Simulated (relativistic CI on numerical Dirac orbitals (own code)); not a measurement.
# Cr⁺: resonant inelastic scattering at the L2,3 edge

Computed with this model: Dirac-Coulomb-Breit CI, orbitals from a KLI potential per configuration, model QED (radiative potential, 1s self-energy scaled to tabulated hydrogen-like ionisation energies), valence Slater integrals scaled by 0.9, Kramers-Heisenberg scattering through one core-hole configuration in a parametric crystal field; configurations [Ar] 3d5 → [He] 2s2 2p5 3s2 3p6 3d6; 80 K; core-hole width 0.4 eV; summed over polarisations. Incident energies are the highest absorption maxima for each field (at most a few, so the weaker spin-orbit partner edge can be absent), on the computed scale of the free ion. Intensities are in per cent of the strongest line above 0.02 eV; levels within 1 cm⁻¹ are merged; final levels count from the ground level, the first row holds all elastic scattering, lines under 0.4 are left out and each table stops after 24 rows. The scale of the Slater integrals is a model choice and moves the terms in proportion.

Field parameters in Wybourne normalisation: D4h B²₀ = −7Ds, B⁴₀ = 21(Dq − Dt), B⁴₄ = 21√(5/14) Dq. The field is a parameter set, without covalency.

S is read from ⟨S²⟩ = S(S + 1).

D4h, 10Dq = 7550, Ds = -1500, Dt = 630 cm⁻¹:

| Final level (eV) | Degeneracy | Irrep | S | 575.9 eV | 577.1 eV | 586.1 eV |
| --- | --- | --- | --- | --- | --- | --- |
| 0.000 | 6 |  | 2.50 | 4268.1 | 924.9 | 362.8 |
| 2.130 | 2 | Γ7 | 1.50 | 11.6 | 20.5 | 4.9 |
| 2.130 | 2 | Γ6 | 1.50 | 11.5 | 28.8 | 10.5 |
| 2.364 | 2 | Γ7 | 1.50 | 17.5 | 6.6 | 8.1 |
| 2.366 | 2 | Γ6 | 1.50 | 5.5 | 7.4 | 12.2 |
| 2.449 | 2 | Γ7 | 1.50 | 7.5 | 12.3 | 12.1 |
| 2.453 | 2 | Γ7 | 1.50 | 11.6 | 5.7 | 7.3 |
| 2.455 | 2 | Γ6 | 1.50 | 10.1 | 6.8 | 4.3 |
| 2.456 | 2 | Γ6 | 1.50 | 6.2 | 7.0 | 2.4 |
| 2.713 | 2 | Γ7 | 1.50 | 9.5 | 9.7 | 6.9 |
| 2.716 | 2 | Γ7 | 1.50 | 11.8 | 11.2 | 4.9 |
| 2.719 | 2 | Γ6 | 1.50 | 12.5 | 5.3 | 10.0 |
| 2.723 | 2 | Γ6 | 1.50 | 20.8 | 2.1 | 13.2 |
| 2.792 | 2 | Γ7 | 1.50 | 10.1 | 7.0 | 5.7 |
| 2.793 | 2 | Γ6 | 1.50 | 10.8 | 4.6 | 8.6 |
| 2.821 | 2 | Γ6 | 1.50 | 11.5 | 7.6 | 5.3 |
| 2.821 | 2 | Γ7 | 1.50 | 8.7 | 3.9 | 1.0 |
| 2.822 | 4 | Γ6+Γ7 | 1.50 | 26.9 | 6.4 | 14.8 |
| 3.142 | 2 | Γ7 | 1.50 | 12.2 | 10.3 | 28.4 |
| 3.152 | 2 | Γ7 | 1.50 | 27.5 | 7.4 | 24.6 |
| 3.163 | 2 | Γ6 | 1.50 | 33.4 | 13.8 | 20.2 |
| 3.175 | 2 | Γ6 | 1.50 | 18.8 | 17.9 | 10.3 |
| 3.235 | 4 | Γ6+Γ7 | 1.50 | 19.3 | 32.7 | 75.0 |
| 3.329 | 2 | Γ7 | 0.50 | 0.7 | 1.7 | 1.7 |

D4h, 10Dq = 7550, Ds = -860, Dt = 630 cm⁻¹:

```
Final level (eV)  Degeneracy  Irrep     S  575.9 eV  577.1 eV  586.1 eV
           0.000           6         2.50    4298.7     851.3     381.1
           2.130           2     Γ7  1.50      11.8      17.9       4.1
           2.130           2     Γ6  1.50      13.0      32.6       9.8
           2.559           2     Γ7  1.50      19.7       8.4       4.4
           2.565           2     Γ6  1.50      10.7       7.4       7.6
           2.571           2     Γ7  1.50      12.4       9.8       6.2
           2.574           2     Γ6  1.50       9.6       5.1       1.8
           2.579           2     Γ6  1.50       9.0       6.3       4.2
           2.583           2     Γ7  1.50      10.4       4.3       9.8
           2.745           2     Γ7  1.50       9.2       6.5       4.6
           2.747           2     Γ7  1.50      11.2       8.1       1.8
           2.749           2     Γ6  1.50      10.7       4.0       5.6
           2.752           2     Γ6  1.50      18.2       2.7      10.2
           2.821           4  Γ6+Γ7  1.50      10.2       9.2       3.9
           2.821           2     Γ7  1.50       8.8       3.2       1.8
           2.821           2     Γ6  1.50      17.3       5.4       9.8
           2.822           4  Γ6+Γ7  1.50      26.4       6.8      17.8
           3.234           2     Γ7  1.50      13.7       9.9      30.5
           3.245           2     Γ7  1.50      21.9       8.8      29.9
           3.256           2     Γ6  1.50      32.9      15.5      23.4
           3.272           2     Γ6  1.50      27.9      18.6      11.2
           3.298           2     Γ6  1.50       8.8      16.9      43.1
           3.300           2     Γ7  1.50      11.1      11.2      33.3
           3.377           2     Γ7  0.51       0.5       0.8       1.2
```

D4h, 10Dq = 7550, Ds = -210, Dt = 630 cm⁻¹:

```csv
Final level (eV),Degeneracy,Irrep,S,575.8 eV,577 eV,586 eV
0.000,6,,2.50,4439.8,664.5,291.3
2.130,2,Γ7,1.50,12.0,10.6,2.2
2.131,2,Γ6,1.50,12.1,23.4,8.7
2.611,2,Γ6,1.50,13.3,6.3,2.9
2.612,2,Γ6,1.50,13.5,9.2,3.0
2.612,2,Γ7,1.50,14.8,9.6,8.5
2.612,2,Γ7,1.50,11.2,6.6,5.9
2.717,2,Γ6,1.50,7.4,3.1,2.9
2.718,2,Γ7,1.50,10.5,1.7,3.9
2.778,2,Γ7,1.50,7.2,4.9,3.2
2.779,2,Γ7,1.50,7.3,4.4,0.8
2.781,2,Γ6,1.50,5.6,2.2,2.5
2.784,2,Γ6,1.50,10.0,2.1,6.5
2.803,2,Γ7,1.50,3.5,2.4,4.3
2.803,2,Γ6,1.50,8.0,4.2,11.0
2.821,2,Γ6,1.50,6.0,5.6,2.6
2.821,2,Γ7,1.50,6.3,4.0,3.4
2.822,4,Γ6+Γ7,1.50,15.8,6.7,14.1
3.318,2,Γ7,1.50,18.8,12.6,22.3
3.330,2,Γ7,1.50,13.1,11.6,33.8
3.340,2,Γ6,1.50,24.4,17.0,19.0
3.358,2,Γ6,1.50,22.0,19.7,15.1
3.388,2,Γ6,1.48,10.5,20.9,40.3
3.391,2,Γ7,1.48,12.8,11.6,41.3
```

For the first field the strongest loss at the lowest incident energy is the level at 3.84 eV (S = 1.50, against 2.50 in the thermal ground state). Levels of other spin, the first over 8 % at 2.13 eV, appear because spin-orbit coupling of the core hole, and in heavier ions of the valence shell too, mixes spins.
